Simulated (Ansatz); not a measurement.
ClGeH$_{2}$S (`[S][GeH2][Cl]`) radical at its PBE0-D4/def2-TZVP geometry, where that method's forces vanish. The species carries charge 0 and has multiplicity 2.

```xyz
5

S    -1.6064   -0.6894   -1.1891
Ge   -0.0005   -0.0292    0.1491
Cl    1.5400    1.0513   -0.9007
H    -0.5963    0.9354    1.1805
H     0.6633   -1.2681    0.7602
```

(1) What forces (eV/Å) does PBE-D4/def2-TZVPP give on these atoms in the Gaussian-basis code of Ansatz? (Best estimate.)

Results:

(1) Computed: 
```
S1  -0.131 -0.063 -0.069
Ge2 -0.141 -0.068 -0.055
Cl3  0.264  0.177 -0.139
H4  -0.077  0.119  0.159
H5   0.085 -0.166  0.104
```
